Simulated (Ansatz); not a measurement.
Compare A (`C[BH][AlH][OH]`) with its isomer B (`[BH2][AlH][O]C`).

Calculated with Ansatz (gas phase, PBE0-D4/def2-TZVP geometries, no zero-point term in ΔE). CCSD(T)/CBS is the MP2 limit (def2-TZVPP, def2-QZVPP) plus CCSD(T) − MP2 in def2-TZVPP, frozen cores. Functionals use def2-TZVPP. One conformer a species, not always the lowest.

Question: Which is lower in electronic energy at CCSD(T)/CBS, and by how much? (An estimate is asked.)

Answer: The calculation gave: A, by 26.1 kcal/mol.

Question: Give E(B) − E(A) in kcal/mol with CCSD/def2-TZVPP, PBE0-D4, CCSD(T)/def2-SVP, LDA (SPW92), ωB97M-V, B2PLYP, r2SCAN-D4. (Best estimate.)

Answer: Computed: CCSD/def2-TZVPP 24.7, PBE0-D4 26.4, CCSD(T)/def2-SVP 22.5, LDA (SPW92) 28.0, ωB97M-V 25.8, B2PLYP 25.1, r2SCAN-D4 26.4. None reverses the order clearly.

Question: Does the order hold for the free energy at 298.15 K (harmonic terms from PBE0-D4)? (Estimate.)

Answer: Ansatz gave: Yes: G(B) − G(A) = +25.7 kcal/mol, for one conformer each. Modes under 60 cm⁻¹, often nearly free rotors, make the harmonic entropy too high.

Largest T1 diagnostic: 0.012.

In def2-TZVPP, CCSD(T) changes the Hartree–Fock value by +3.9 kcal/mol (the triples alone add +0.4 kcal/mol) and MP2 by +5.6 kcal/mol. At CCSD(T), def2-SVP lies −3.6 kcal/mol from the extrapolated value and def2-TZVPP −1.0 kcal/mol.
